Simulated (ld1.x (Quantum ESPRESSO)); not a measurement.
## argon, ultrasoft: configuration errors across variants

- Element: argon
- Generator: ld1.x (Quantum ESPRESSO) 7.5
- Type: ultrasoft
- Functional: Wu–Cohen
- Relativity: scalar-relativistic
- Frozen core: [Ne]
- Valence charge: 8
- Reference configuration: 3s2 3p5 (charge +1)
- Partial waves: 3s (bound): rcut 0.90, rcutus 1.25 bohr; 3s channel at -2.2 Ry: rcut 0.90, rcutus 1.25 bohr; 3p (bound): rcut 0.85, rcutus 1.00 bohr; 3p channel at 2.8 Ry: rcut 0.85, rcutus 1.00 bohr; 3d channel at 0.5 Ry: rcut 0.80, rcutus 1.05 bohr
- Local potential: all-electron potential smoothed inside 1.05 bohr (lloc = -1)
- Core correction: a·sin(br)/r model core inside 0.70 bohr
- Augmentation charge: built from norm-conserving waves at rcut, not smoothed further

All-electron excitation energies from the reference (eV): (1) 3s2 3p6 -16.035; (2) 3s2 3p4 28.641; (3) 3s2 3p3 71.215; (4) 3s1 3p6 14.571; (5) 3s2 3p2 128.858; (6) 3s2 3p5.5 -9.500.

A true bound ghost makes a file unfit for plane-wave use even where its test errors are small: the radial tests pick states by their node count and pass the ghost by.

Errors AE − PS in meV (a dash: test not solved or not reliable):

| change | (1) | (2) | (3) | (4) | (5) | (6) | bound ghosts |
| --- | --- | --- | --- | --- | --- | --- | --- |
| base | +3.0 | +0.5 | +12 | +0.8 | +46 | +1.4 | none |
| local potential all-electron potential smoothed inside 0.52 bohr (lloc = -1) | +82 | -17 | -26 | -5.4 | -3.9 | – | s, p |
| local potential all-electron potential smoothed inside 0.72 bohr (lloc = -1) | +3.2 | +1.1 | +15 | +0.8 | +55 | +1.5 | none |
| local potential all-electron potential smoothed inside 0.84 bohr (lloc = -1) | +3.0 | +0.7 | +13 | +0.8 | +47 | +1.4 | none |
| local potential all-electron potential smoothed inside 0.98 bohr (lloc = -1) | +3.0 | +0.6 | +12 | +0.8 | +46 | +1.4 | none |
| local potential all-electron potential smoothed inside 1.06 bohr (lloc = -1) | +3.0 | +0.5 | +12 | +0.8 | +46 | +1.4 | none |
| local potential all-electron potential smoothed inside 1.24 bohr (lloc = -1) | +3.1 | +0.3 | +12 | +0.9 | +45 | +1.5 | none |
| local potential all-electron potential smoothed inside 1.34 bohr (lloc = -1) | +3.2 | +0.3 | +12 | +0.9 | +45 | +1.5 | none |
| local potential all-electron potential smoothed inside 1.46 bohr (lloc = -1) | +2.7 | 0.0 | +9.7 | +1.0 | +41 | +1.3 | p |

Problem. Give the same row for: local potential all-electron potential smoothed inside 0.60 bohr (lloc = -1).

Solution. +3.6, +1.6, +17, +0.8, +56, +1.6; bound ghosts: s.
